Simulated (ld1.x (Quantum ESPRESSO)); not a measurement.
P (Z = 15): one change to a PAW potential, before and after

P (Z = 15), PAW, made with ld1.x (Quantum ESPRESSO) 7.5 (PBE, scalar-relativistic). Core [Ne], reference 3s2 3p1.5 (charge +1.5). Waves: 3s (bound): rcut 1.05, rcutus 1.30 bohr; 3s channel at 1.4 Ry: rcut 1.05, rcutus 1.30 bohr; 3p (bound): rcut 1.10, rcutus 1.35 bohr; 3p channel at -0.75 Ry: rcut 1.10, rcutus 1.35 bohr. Local part: all-electron potential smoothed inside 1.10 bohr (lloc = -1). Core correction: Bessel-smoothed model core inside 0.65 bohr. Augmentation charge: BESSEL, radius 0.95 bohr.

Change: reference 3s1.75 3p3.25.

Cutoffs: the cutoffs (Ry, on a coarse ladder) from which the occupation-weighted sum of valence levels, in a spherical-Bessel basis at the reference potential, stays within 10 and 1 mRy of its value at 400 Ry; they do not see the model core or the augmentation charge, which bear on the density cutoff. Errors are all-electron minus pseudo energies relative to the spin-unpolarised reference configuration.

Question: What does the change do?

Answer: The potential gets harder (12 Ry and 40 Ry → 21 Ry and 40 Ry); both files keep a bound ghost (p, s).

```tsv
quantity	base	changed
cutoff, loose	12 Ry	21 Ry
cutoff, tight	40 Ry	40 Ry
loose cutoff by channel (10 mRy a level)	s 10 Ry, p 8 Ry	s 21 Ry, p 8 Ry
bound ghosts	s, p	s, p
largest error over its own tests, meV	-98	-38
s: phases at 1.51 bohr within 0.05 rad from the reference energy up to (Ry; the scan ends near 5)	to the end of the scan	to the end of the scan
p: phases at 1.51 bohr within 0.05 rad from the reference energy up to (Ry; the scan ends near 5)	to the end of the scan	to the end of the scan
lowest overlap eigenvalue by channel	s 0.57, p 0.78	s 0.59, p 0.79
```

 A true bound ghost makes a file unfit for plane-wave use even where its test errors are small: the radial tests pick states by their node count and pass the ghost by.
